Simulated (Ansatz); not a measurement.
| atom | x (Å) | y (Å) | z (Å) |
| --- | --- | --- | --- |
| C | 0.0000 | 0.0145 | -0.6350 |
| C | 0.0000 | -0.0388 | 0.7272 |
| H | 0.8590 | 0.0136 | 1.2473 |
| H | -0.8590 | 0.0136 | 1.2473 |
| H | 0.0000 | 0.9753 | -0.9807 |
| H | 0.8201 | -0.4285 | -1.0335 |
| H | -0.8201 | -0.4285 | -1.0335 |

Basis set: def2-TZVP (spherical functions). Left uncorrelated: 2 orbitals. Charge 0, multiplicity 2.

Computed with Ansatz (development build ahead of 0.2.0); each method stands on the lowest determinant of its kind that the runs found.

Question: Give the atomization energy at this shape (free ground-state atoms in the same class of orbitals less the molecule, no zero-point energy) of doublet C2H5 by UHF-MP2, UHF.

Answer:

```json
{"method": "UHF-MP2", "atomization energy": "561.93 kcal/mol"}
{"method": "UHF", "atomization energy": "447.11 kcal/mol"}
```

Caution: the shape is not the minimum.
